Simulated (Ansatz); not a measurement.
`C=[C](O)[GaH][CH3]` → `[CH2]` (triplet) + `C=[C](O)[GaH2]` at 400 K and 1 bar (formal loss of a carbene).

Calculated with Ansatz (gas phase, PBE0-D4/def2-TZVP geometries, no zero-point term in ΔE). CBS: MP2 limit from def2 TZ/QZ plus the TZ coupled-cluster correction, frozen cores. This one scheme is used for every species. Triplets are unrestricted, without spin–orbit coupling. For Ga outer-core shells are correlated without core-valence functions, which leaves a few kJ/mol of doubt a bond. Scalar relativity is left out up to krypton. Each species was taken in one conformer, which may not be the lowest.

| species | CCSD(T)/CBS energy (Eh) | H − E (kJ/mol) | S (J/(mol·K)) |
| --- | --- | --- | --- |
| `C=[C](O)[GaH][CH3]` | -2117.45371 | 269.9 | 416.6 |
| `[CH2]` (triplet) | -39.09499 | 59.0 | 205.7 |
| `C=[C](O)[GaH2]` | -2078.17681 | 185.9 | 352.5 |

H − E and S are ideal-gas, rigid-rotor, harmonic terms from PBE0-D4/def2-TZVP, for one conformer and one mirror image of each species, with the whole ground term of open shells counted as degenerate. 1 Eh = 2625.50 kJ/mol, R = 8.31446 J/(mol·K).

Q: By hand: ΔE, ΔH, ΔS and ΔG.

A: ΔE = (-39.09499) + (-2078.17681) − (-2117.45371) = 0.18191 Eh = 477.6 kJ/mol. Δ(H − E) = 59.0 + 185.9 − 269.9 = -25.0, so ΔH = 452.6 kJ/mol. ΔS = 205.7 + 352.5 − 416.6 = 141.6 J/(mol·K). ΔG = 452.6 − 400 × (141.6)/1000 = 396.0 kJ/mol.

Q: By hand: the equilibrium constant, and the temperature at which ΔG would vanish if ΔH and ΔS stayed fixed.

A: log₁₀ K = −ΔG/(RT ln 10) = -51.7. ΔG = 0 at ΔH/ΔS = 3196 K, far beyond where these terms or the molecules hold.

The number of gas molecules changes by +1, which sets the sign of ΔS. A doubt of 5 kJ/mol in ΔE shifts log₁₀ K by 0.7 here. Other conformers and mirror images would add mixing entropy, several J/(mol·K) or more a flexible species. Modes under 60 cm⁻¹, often nearly free rotors, make the harmonic entropy too high. A triplet takes part, so the spin changes. These are equilibria of isolated gas molecules and say nothing of rates. Largest T1 diagnostic: 0.013 (customary marks: 0.02 for closed shells, 0.045 for open ones).
